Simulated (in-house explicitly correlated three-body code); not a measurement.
Computed with an exponentially correlated three-body code. Model: two electrons around a point charge, non-relativistic, variational in 260 exponentially correlated functions (energies converged to about 1e-7 hartree, or 1e-8 relative for large Z).

The wave function depends on r1, r2 and r12, so the cusp where the electrons meet is built in. Binding is counted against the one-electron ion, and the quantum defect is n less (Z − 1)/√(2 × binding).

Command:
```bash
python run_hyl.py task.json out
```
Settings (lengths in bohr, energies in hartree):
```
Z                      2.24
interaction_strength   1
functions              260
states_tried           13
```

Run time, properties included: 30 s on 1 thread of Intel(R) Xeon(R) Platinum 8375C CPU @ 2.90GHz (Ice Lake) (shared host).

**Those bound S and P states to n = 4 that converged, binding against the one-electron ion.**

Given: nuclear charge 2.24.

Computed: one-electron threshold -2.5088 hartree.

```tsv
term	energy (hartree)	binding (eV)	quantum defect
1 1S	-3.77168598	34.365	0.21977
2 3S	-2.76556785	6.987	0.26964
2 1S	-2.72690023	5.9348	0.12251
2 3P	-2.71336883	5.5666	0.061406
2 1P	-2.69883616	5.1711	-0.011354
3 3S	-2.61129343	2.789	0.26121
3 1S	-2.60134949	2.5184	0.11783
3 3P	-2.59799637	2.4272	0.064155
3 1P	?	?	?
4 3S	-2.56372547	1.4946	0.25872
4 1S	?	?	?
4 3P	-2.55844879	1.351	0.064931
4 1P	-2.55653632	1.299	-0.013121
```

Problem. What belongs in the row 3 1P?

Solution. energy (hartree): -2.59349917; binding (eV): 2.3048; quantum defect: -0.012778.

Problem. What belongs in the row 4 1S?

Solution. energy (hartree): -2.55977591; binding (eV): 1.3871; quantum defect: 0.11649.

**Converged states only, values per electron or pair.**

```json
{"term": "1 1S", "mean r (bohr)": "0.80834", "mean r squared (bohr²)": "0.89765", "mean inverse r (1/bohr)": "1.9282", "mean r12 (bohr)": "1.2303", "mean inverse r12 (1/bohr)": "1.0949", "mean cosine": "-0.057738", "mean p1 dot p2 (bohr⁻²)": "0.18999", "delta r1 (bohr⁻³)": "2.6388", "delta r12 (bohr⁻³)": "0.17045"}
{"term": "2 3S", "mean r (bohr)": "2.1741", "mean r squared (bohr²)": "8.2083", "mean inverse r (1/bohr)": "1.305", "mean r12 (bohr)": "3.7692", "mean inverse r12 (1/bohr)": "0.31548", "mean cosine": "-0.015107", "mean p1 dot p2 (bohr⁻²)": "0.0097988", "delta r1 (bohr⁻³)": "1.8684", "delta r12 (bohr⁻³)": "-"}
{"term": "2 1S", "mean r (bohr)": "2.487", "mean r squared (bohr²)": "11.082", "mean inverse r (1/bohr)": "1.2851", "mean r12 (bohr)": "4.3736", "mean inverse r12 (1/bohr)": "0.30359", "mean cosine": "-0.015026", "mean p1 dot p2 (bohr⁻²)": "0.012396", "delta r1 (bohr⁻³)": "1.8515", "delta r12 (bohr⁻³)": "0.015953"}
{"term": "2 3P", "mean r (bohr)": "2.1938", "mean r squared (bohr²)": "8.6801", "mean inverse r (1/bohr)": "1.2842", "mean r12 (bohr)": "3.8197", "mean inverse r12 (1/bohr)": "0.32653", "mean cosine": "-0.042812", "mean p1 dot p2 (bohr⁻²)": "-0.10714", "delta r1 (bohr⁻³)": "1.7657", "delta r12 (bohr⁻³)": "-"}
{"term": "2 1P", "mean r (bohr)": "?", "mean r squared (bohr²)": "?", "mean inverse r (1/bohr)": "?", "mean r12 (bohr)": "?", "mean inverse r12 (1/bohr)": "?", "mean cosine": "?", "mean p1 dot p2 (bohr⁻²)": "?", "delta r1 (bohr⁻³)": "?", "delta r12 (bohr⁻³)": "?"}
{"term": "3 3S", "mean r (bohr)": "4.889", "mean r squared (bohr²)": "47.446", "mean inverse r (1/bohr)": "1.1972", "mean r12 (bohr)": "9.1436", "mean inverse r12 (1/bohr)": "0.14071", "mean cosine": "-0.0041948", "mean p1 dot p2 (bohr⁻²)": "0.0025653", "delta r1 (bohr⁻³)": "1.8093", "delta r12 (bohr⁻³)": "-"}
{"term": "3 1S", "mean r (bohr)": "5.3699", "mean r squared (bohr²)": "57.873", "mean inverse r (1/bohr)": "1.1918", "mean r12 (bohr)": "10.1", "mean inverse r12 (1/bohr)": "0.13662", "mean cosine": "-0.0045198", "mean p1 dot p2 (bohr⁻²)": "0.0034936", "delta r1 (bohr⁻³)": "1.8061", "delta r12 (bohr⁻³)": "0.0045621"}
{"term": "3 3P", "mean r (bohr)": "5.1387", "mean r squared (bohr²)": "53.621", "mean inverse r (1/bohr)": "1.1916", "mean r12 (bohr)": "9.6462", "mean inverse r12 (1/bohr)": "0.1424", "mean cosine": "-0.011938", "mean p1 dot p2 (bohr⁻²)": "-0.029449", "delta r1 (bohr⁻³)": "1.7824", "delta r12 (bohr⁻³)": "-"}
{"term": "3 1P", "mean r (bohr)": "5.4243", "mean r squared (bohr²)": "59.934", "mean inverse r (1/bohr)": "1.1882", "mean r12 (bohr)": "10.207", "mean inverse r12 (1/bohr)": "0.13601", "mean cosine": "-0.00018559", "mean p1 dot p2 (bohr⁻²)": "0.024751", "delta r1 (bohr⁻³)": "1.7895", "delta r12 (bohr⁻³)": "0.00057402"}
{"term": "4 3S", "mean r (bohr)": "?", "mean r squared (bohr²)": "?", "mean inverse r (1/bohr)": "?", "mean r12 (bohr)": "?", "mean inverse r12 (1/bohr)": "?", "mean cosine": "?", "mean p1 dot p2 (bohr⁻²)": "?", "delta r1 (bohr⁻³)": "?", "delta r12 (bohr⁻³)": "-"}
{"term": "4 1S", "mean r (bohr)": "9.4642", "mean r squared (bohr²)": "187.82", "mean inverse r (1/bohr)": "1.16", "mean r12 (bohr)": "18.275", "mean inverse r12 (1/bohr)": "0.077131", "mean cosine": "-0.0018954", "mean p1 dot p2 (bohr⁻²)": "0.0014366", "delta r1 (bohr⁻³)": "1.7959", "delta r12 (bohr⁻³)": "0.0018864"}
{"term": "4 3P", "mean r (bohr)": "9.2931", "mean r squared (bohr²)": "182.55", "mean inverse r (1/bohr)": "1.1599", "mean r12 (bohr)": "17.937", "mean inverse r12 (1/bohr)": "0.079406", "mean cosine": "-0.0048928", "mean p1 dot p2 (bohr⁻²)": "-0.011986", "delta r1 (bohr⁻³)": "1.7862", "delta r12 (bohr⁻³)": "-"}
{"term": "4 1P", "mean r (bohr)": "9.6743", "mean r squared (bohr²)": "198.11", "mean inverse r (1/bohr)": "1.1584", "mean r12 (bohr)": "18.695", "mean inverse r12 (1/bohr)": "0.076772", "mean cosine": "-5.6738e-05", "mean p1 dot p2 (bohr⁻²)": "0.01057", "delta r1 (bohr⁻³)": "1.7891", "delta r12 (bohr⁻³)": "0.00025359"}
```

Problem. What belongs in the row 2 1P?

Solution. mean r (bohr): 2.384; mean r squared (bohr²): 10.351; mean inverse r (1/bohr): 1.2726; mean r12 (bohr): 4.1609; mean inverse r12 (1/bohr): 0.30378; mean cosine: -0.0013132; mean p1 dot p2 (bohr⁻²): 0.079915; delta r1 (bohr⁻³): 1.7912; delta r12 (bohr⁻³): 0.0016771.

Problem. What belongs in the row 4 3S?

Solution. mean r (bohr): 8.8134; mean r squared (bohr²): 162.1; mean inverse r (1/bohr): 1.1621; mean r12 (bohr): 16.976; mean inverse r12 (1/bohr): 0.078964; mean cosine: -0.0016918; mean p1 dot p2 (bohr⁻²): 0.001017; delta r1 (bohr⁻³): 1.7969.

**Electric-dipole lines between converged S and P states, rate of the upper state's decay.**

```json
{"s state": "1 1S", "p state": "2 1P", "p minus s (eV)": "29.194", "oscillator strength from s": "0.33215", "rate (1/s)": "4.0946e+09"}
{"s state": "1 1S", "p state": "3 1P", "p minus s (eV)": "32.06", "oscillator strength from s": "0.085806", "rate (1/s)": "1.2757e+09"}
{"s state": "1 1S", "p state": "4 1P", "p minus s (eV)": "33.066", "oscillator strength from s": "0.034574", "rate (1/s)": "5.4676e+08"}
{"s state": "2 1S", "p state": "2 1P", "p minus s (eV)": "0.76366", "oscillator strength from s": "0.31759", "rate (1/s)": "2.6789e+06"}
{"s state": "2 1S", "p state": "3 1P", "p minus s (eV)": "3.63", "oscillator strength from s": "0.18625", "rate (1/s)": "3.5499e+07"}
{"s state": "2 1S", "p state": "4 1P", "p minus s (eV)": "4.6358", "oscillator strength from s": "0.057484", "rate (1/s)": "1.7869e+07"}
{"s state": "3 1S", "p state": "2 1P", "p minus s (eV)": "-2.6527", "oscillator strength from s": "-0.12593", "rate (1/s)": "3.8454e+07"}
{"s state": "3 1S", "p state": "3 1P", "p minus s (eV)": "?", "oscillator strength from s": "?", "rate (1/s)": "?"}
{"s state": "3 1S", "p state": "4 1P", "p minus s (eV)": "1.2194", "oscillator strength from s": "0.18325", "rate (1/s)": "3.9414e+06"}
{"s state": "4 1S", "p state": "2 1P", "p minus s (eV)": "-3.784", "oscillator strength from s": "-0.023305", "rate (1/s)": "1.448e+07"}
{"s state": "4 1S", "p state": "3 1P", "p minus s (eV)": "-0.91766", "oscillator strength from s": "-0.26852", "rate (1/s)": "9.8119e+06"}
{"s state": "4 1S", "p state": "4 1P", "p minus s (eV)": "?", "oscillator strength from s": "?", "rate (1/s)": "?"}
{"s state": "2 3S", "p state": "2 3P", "p minus s (eV)": "1.4204", "oscillator strength from s": "0.4592", "rate (1/s)": "1.34e+07"}
{"s state": "2 3S", "p state": "3 3P", "p minus s (eV)": "4.5599", "oscillator strength from s": "0.10084", "rate (1/s)": "3.0327e+07"}
{"s state": "2 3S", "p state": "4 3P", "p minus s (eV)": "5.636", "oscillator strength from s": "0.036187", "rate (1/s)": "1.6626e+07"}
{"s state": "3 3S", "p state": "2 3P", "p minus s (eV)": "-2.7776", "oscillator strength from s": "-0.17293", "rate (1/s)": "5.7893e+07"}
{"s state": "3 3S", "p state": "3 3P", "p minus s (eV)": "0.36183", "oscillator strength from s": "0.76138", "rate (1/s)": "1.4418e+06"}
{"s state": "3 3S", "p state": "4 3P", "p minus s (eV)": "1.438", "oscillator strength from s": "0.088877", "rate (1/s)": "2.6582e+06"}
{"s state": "4 3S", "p state": "2 3P", "p minus s (eV)": "-4.072", "oscillator strength from s": "-0.028276", "rate (1/s)": "2.0345e+07"}
{"s state": "4 3S", "p state": "3 3P", "p minus s (eV)": "-0.93256", "oscillator strength from s": "-0.36595", "rate (1/s)": "1.381e+07"}
{"s state": "4 3S", "p state": "4 3P", "p minus s (eV)": "0.14359", "oscillator strength from s": "1.041", "rate (1/s)": "310430"}
```

Problem. What belongs in the row 3 1S 3 1P?

Solution. p minus s (eV): 0.21362; oscillator strength from s: 0.53254; rate (1/s): 351490.

Problem. What belongs in the row 4 1S 4 1P?

Solution. p minus s (eV): 0.088154; oscillator strength from s: 0.73187; rate (1/s): 82262.

**Functionals on the exact density and self-consistent, errors are functional minus exact, hybrids only self-consistent, a dash where a self-consistent run leaves the top level unbound.**

| result | exchange error (millihartree) | correlation error (millihartree) | functional driven error (millihartree) | density driven error (millihartree) | self consistent total error (millihartree) | top level plus exact binding (eV) |
| --- | --- | --- | --- | --- | --- | --- |
| BLYP | 1.2871 | -2.5289 | -1.2419 | -1.3889 | -2.6308 | 10.175 |
| LDA VWN5 | 162.82 | -76.517 | 86.306 | -1.789 | 84.517 | 10.733 |
| SCAN | -4.977 | 3.8685 | -1.1085 | -0.26823 | -1.3767 | 9.4204 |
| LDA PW92 | 162.82 | -76.046 | 86.777 | -1.8031 | 84.974 | 10.739 |
| BP86 | 1.2871 | -1.4354 | -0.14832 | -0.6853 | -0.83362 | 10.241 |
| RPBE | -5.2455 | -0.25508 | -5.5006 | -1.1114 | -6.612 | 10.288 |
| wB97X | - | - | - | - | -1.0472 | 4.9262 |
| OLYP | 0.35596 | -2.5289 | -2.173 | -1.3831 | -3.556 | 10.274 |
| AM05 | 124.84 | -60.742 | 64.094 | -1.2157 | 62.879 | 10.802 |
| r2SCAN | -4.977 | 3.8685 | -1.1085 | -0.26823 | -1.3767 | 9.4204 |
| PBE0 | - | - | - | - | ? | ? |
| HSE06 | - | - | - | - | 9.0685 | 7.9236 |
| TPSS | ? | ? | ? | ? | ? | ? |
| PBE | 14.943 | -0.25508 | 14.688 | -1.004 | 13.684 | 10.368 |

Problem. What belongs in the row PBE0?

Solution. self consistent total error (millihartree): 10.578; top level plus exact binding (eV): 7.5203.

Problem. What belongs in the row TPSS?

Solution. exchange error (millihartree): -4.6316; correlation error (millihartree): -1.2982; functional driven error (millihartree): -5.9298; density driven error (millihartree): -0.26735; self consistent total error (millihartree): -6.1972; top level plus exact binding (eV): 9.7116.

The density-driven part is never positive, since each functional's own density lowers its energy. Here it is small beside the functional-driven part (median ratio 0.2), the normal case.
